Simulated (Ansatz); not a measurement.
Mulliken charges of `NB(N)Cl` from r2SCAN/def2-TZVPP in Ansatz (PBE0-D4/def2-TZVP geometry).

```tsv
atom	x (Å)	y (Å)	z (Å)	charge (e)
N1	-0.208	1.232	-0.183	-0.365
B2	-0.247	-0.170	-0.247	0.310
N3	0.583	-1.025	0.496	-0.365
Cl4	-1.437	-0.920	-1.353	-0.257
H5	-0.822	1.803	-0.734	0.181
H6	0.423	1.745	0.405	0.158
H7	0.519	-2.022	0.417	0.181
H8	1.280	-0.701	1.141	0.158
```

Q: By hand: the dipole of these point charges (1 e Å = 4.8032 D).

A: Σ q r = (0.370, 0.233, 0.344) e Å, of length 0.556 e Å = 2.67 D.

Q: How does the dipole of the full density compare? (Estimate.)

A: The calculation gave: (0.393, 0.248, 0.365) e Å, 2.84 D; the point charges give 0.94 times that, at 0° from its direction.

Point charges leave out the atoms' own dipoles, such as those of lone pairs, and Mulliken's split depends on the basis, so the close match here is no proof of good charges.
